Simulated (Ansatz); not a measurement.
Consider the ligand exchange at a Ga–N bond: `[SiH3][N]([SiH3])[GaH2]` + `[SiH3]CS` → `[SiH3]C[S][GaH2]` + `[SiH3]N[SiH3]`.

Program: Ansatz. Geometries: PBE0-D4/def2-TZVP. ΔE: electronic, gas phase. CCSD(T)/CBS adds triple-zeta CCSD(T) − MP2 to the extrapolated MP2 energy (def2 sets, frozen cores). This one scheme is used for every species. DFT in def2-TZVPP. HSE06 is defined as in plane-wave codes. For Ga outer-core shells are correlated without core-valence functions, which leaves a few kJ/mol of doubt a bond. Scalar relativity is left out up to krypton. One conformer a species, not always the lowest.

CCSD(T)/CBS gives -0.36 eV.

Q: Another level gave -0.46 eV. Which?
A. CCSD/def2-TZVPP
B. HSE06/def2-TZVPP
C. RPA@PBE/def2-TZVPP
D. ωB97M-V/def2-TZVPP

A: B. HSE06 -0.46, CCSD/def2-TZVPP -0.33, ωB97M-V -0.39, RPA@PBE/def2-TZVPP -0.27 eV.

Largest T1 diagnostic among the species: 0.014.

In def2-TZVPP, CCSD(T) changes the Hartree–Fock value by +0.12 eV (the triples alone add +0.01 eV) and MP2 by +0.12 eV. At CCSD(T), def2-SVP lies +0.07 eV from the extrapolated value and def2-TZVPP +0.04 eV.
